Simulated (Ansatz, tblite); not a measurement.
Forces on In₁₀N₉H₂₆⁻, a nanocrystal cut from wurtzite InN (hydrogen-capped) at its r2SCAN-D4/def2-SVP geometry. Charge -1, multiplicity 1.

In the def2 sets In takes a core potential; there is no spin–orbit coupling. The xTB rows come from tblite. Correlated methods freeze 49 core orbitals; core or outer-core shells of In are correlated, in sets that lack core-valence functions. Single mean-field runs in def2-SVP are fitted with def2-universal-jkfit.

GFN2-xTB (tblite), largest force 0.69 eV/Å:

```xyz
45
positions Å, forces eV/Å
In    3.324    0.405    1.983   -0.395    0.021   -0.094
N     3.960   -1.059    0.360    0.199   -0.062   -0.081
In    0.436    1.651    3.322   -0.021   -0.275   -0.391
N    -0.560    3.292    2.172   -0.037    0.179    0.127
N     1.169    0.397    1.683    0.165    0.148    0.165
In    0.659    1.266   -0.231   -0.421   -0.453    0.308
In    2.417   -1.928   -0.961   -0.415    0.105    0.049
N     1.348   -0.221   -1.742    0.242   -0.020   -0.304
In   -2.379    2.696    1.012    0.244   -0.374   -0.174
N    -1.484    1.382   -0.494   -0.106    0.249   -0.058
In   -1.977    2.372   -2.367    0.135   -0.175    0.341
In   -0.172   -0.967   -3.084    0.042   -0.065    0.424
N    -1.174    0.845   -3.852    0.027    0.002   -0.221
In    0.370   -1.549    2.024    0.003    0.382   -0.347
N     0.955   -2.816    0.337    0.108   -0.361    0.029
N    -1.794   -1.240    1.626   -0.130    0.013    0.164
In   -2.508   -0.480   -0.337    0.471    0.208    0.037
In   -0.764   -3.692   -0.738    0.126    0.453    0.051
N    -1.559   -1.883   -1.726   -0.186   -0.252   -0.212
H     4.078    1.886    1.461   -0.138   -0.250    0.113
H     3.755   -0.482    3.426   -0.068    0.153   -0.213
H     4.660   -0.596   -0.227   -0.131    0.006    0.030
H     4.473   -1.822    0.810   -0.141    0.048   -0.001
H     1.774    2.402    4.164   -0.179   -0.073   -0.102
H    -0.882    0.850    4.150    0.231    0.086   -0.023
H     0.117    3.752    1.555   -0.020   -0.155   -0.045
H    -0.836    4.021    2.838   -0.019   -0.083   -0.015
H     1.498    2.761   -0.577   -0.063   -0.153    0.008
H     3.215   -2.956   -2.119   -0.143    0.184    0.190
H     2.017    0.300   -2.323   -0.076   -0.030    0.080
H    -2.973    4.165    0.267    0.081   -0.170    0.111
H    -3.321    1.756    2.149    0.032    0.159   -0.186
H    -0.976    3.761   -2.687   -0.190   -0.231    0.070
H    -3.694    2.283   -2.685    0.262    0.030    0.058
H     0.373   -1.902   -4.450   -0.082    0.161    0.240
H    -0.527    1.327   -4.482   -0.011   -0.039    0.128
H    -1.950    0.560   -4.458    0.035   -0.017    0.144
H     0.598   -2.399    3.524   -0.014    0.145   -0.201
H     1.404   -3.636    0.764   -0.008    0.116   -0.010
H    -2.117   -0.562    2.326    0.100    0.040   -0.104
H    -2.293   -2.109    1.841    0.098    0.025   -0.108
H    -4.239   -0.604   -0.445    0.243    0.050    0.010
H    -0.156   -4.775   -1.969   -0.076    0.159    0.164
H    -1.938   -4.204    0.461    0.170    0.022   -0.197
H    -2.330   -2.251   -2.299    0.057    0.092    0.044
```

PBE-D4/def2-SVP (Ansatz), largest force 0.28 eV/Å:

```
In 0.094 0.039 0.061
N -0.139 0.056 0.035
In -0.028 0.012 0.139
N -0.038 -0.122 -0.008
N -0.004 0.015 -0.041
In 0.041 0.026 -0.038
In 0.055 -0.063 -0.066
N -0.064 0.000 0.078
In -0.118 0.046 0.065
N 0.043 -0.003 -0.002
In -0.049 0.092 -0.057
In 0.028 -0.053 -0.088
N 0.006 0.002 0.154
In -0.004 -0.056 0.072
N -0.055 0.062 -0.026
N 0.079 0.043 -0.077
In -0.088 -0.025 0.003
In -0.032 -0.117 -0.014
N 0.055 0.021 0.064
H 0.052 0.121 -0.049
H 0.027 -0.072 0.110
H 0.181 0.138 -0.165
H 0.128 -0.214 0.133
H 0.110 0.063 0.063
H -0.103 -0.063 0.055
H 0.176 0.097 -0.171
H -0.079 0.188 0.182
H 0.064 0.129 -0.020
H 0.063 -0.084 -0.096
H 0.158 0.120 -0.139
H -0.043 0.119 -0.062
H -0.065 -0.078 0.086
H 0.089 0.107 -0.019
H -0.132 -0.013 -0.020
H 0.046 -0.077 -0.110
H 0.187 0.136 -0.160
H -0.222 -0.084 -0.154
H 0.020 -0.067 0.120
H 0.114 -0.190 0.103
H -0.068 0.188 0.168
H -0.120 -0.247 0.034
H -0.138 -0.008 -0.010
H 0.047 -0.077 -0.092
H -0.094 -0.029 0.102
H -0.183 -0.079 -0.141
```

PBE-QIDH/def2-SVP (Ansatz), largest force 0.28 eV/Å:

```
In -0.075 -0.080 -0.115
N 0.194 -0.076 -0.054
In -0.037 0.054 -0.158
N 0.054 0.170 0.012
N 0.032 0.009 0.047
In -0.077 -0.183 0.012
In -0.045 0.130 0.151
N 0.106 0.030 -0.115
In 0.169 -0.022 0.011
N -0.042 0.037 -0.014
In 0.079 -0.138 0.011
In -0.079 0.142 0.123
N -0.003 -0.003 -0.215
In -0.077 0.031 -0.183
N 0.082 -0.127 0.064
N -0.130 -0.022 0.148
In 0.186 -0.067 0.033
In 0.043 0.159 0.020
N -0.118 -0.052 -0.101
H -0.009 -0.046 0.031
H -0.001 0.039 -0.041
H -0.176 -0.113 0.157
H -0.126 0.199 -0.107
H -0.043 -0.038 -0.012
H 0.061 0.019 -0.012
H -0.182 -0.114 0.170
H 0.080 -0.176 -0.177
H -0.025 -0.020 0.021
H -0.031 0.037 0.039
H -0.158 -0.121 0.139
H -0.001 -0.053 0.023
H 0.012 0.037 -0.052
H -0.046 -0.032 0.001
H 0.053 0.019 0.004
H -0.017 0.031 0.051
H -0.170 -0.115 0.163
H 0.192 0.082 0.153
H 0.004 0.034 -0.044
H -0.108 0.192 -0.097
H 0.078 -0.191 -0.182
H 0.119 0.215 -0.048
H 0.053 0.015 -0.003
H -0.035 0.022 0.053
H 0.035 -0.003 -0.044
H 0.178 0.086 0.137
```
